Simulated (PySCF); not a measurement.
C2H7Cl2NSi, SMILES Cl[SiH]([C@@H](N)C)Cl.

The structure is a stationary point at PBE0-D3(BJ)/def2-SVP. The structure was generated by enumeration; whether it is a known compound was not checked. The values are those of a single conformer.

Computed with PBE0-D3(BJ)/def2-SVP (PySCF).

Frequencies are harmonic and unscaled.

Computed vibrational spectrum:
```csv
mode,ν (cm⁻¹),IR (km/mol),moving atoms (share of kinetic energy)
1,63,0.1,"N 30 %, C 26 %, H 22 %, Cl 21 %"
2,114,1.0,"Cl 45 %, C 20 %, H 17 %, Si 10 %, N 9 %"
3,139,1.4,"Cl 38 %, N 38 %, H 13 %"
4,177,2.0,"Cl 63 %, Si 12 %, C 12 %"
5,251,0.2,H 90 %
6,270,11.3,"C 31 %, H 28 %, Cl 26 %, Si 8 %"
7,318,59.7,H 87 %
8,365,27.3,"Si 35 %, H 22 %, N 20 %, C 18 %"
9,449,3.7,"C 42 %, H 34 %, N 13 %"
10,508,39.0,"Cl 44 %, Si 39 %, C 9 %"
11,599,117.2,"Si 57 %, Cl 34 %"
12,643,11.5,"H 37 %, C 29 %, Si 25 %"
13,802,123.2,"H 78 %, Si 12 %"
14,816,142.9,"H 89 %, Si 9 %"
15,820,179.6,"H 71 %, N 25 %"
16,918,6.2,"H 55 %, C 32 %, N 11 %"
17,981,15.5,"H 80 %, C 17 %"
18,1091,11.1,"H 86 %, C 10 %"
19,1109,6.1,"C 55 %, H 35 %, N 10 %"
20,1200,4.0,"C 52 %, H 30 %, N 17 %"
21,1289,0.7,"H 66 %, C 32 %"
22,1366,1.5,"H 76 %, C 18 %"
23,1386,6.9,"H 77 %, C 22 %"
24,1462,9.9,H 96 %
25,1469,3.5,H 95 %
26,1636,28.7,H 92 %
27,2271,101.5,H 97 %
28,3038,20.4,H 97 %
29,3044,9.7,H 92 %
30,3132,15.1,"H 90 %, C 10 %"
31,3140,13.9,"H 91 %, C 9 %"
32,3528,0.9,H 96 %
33,3615,5.9,"H 92 %, N 8 %"
```
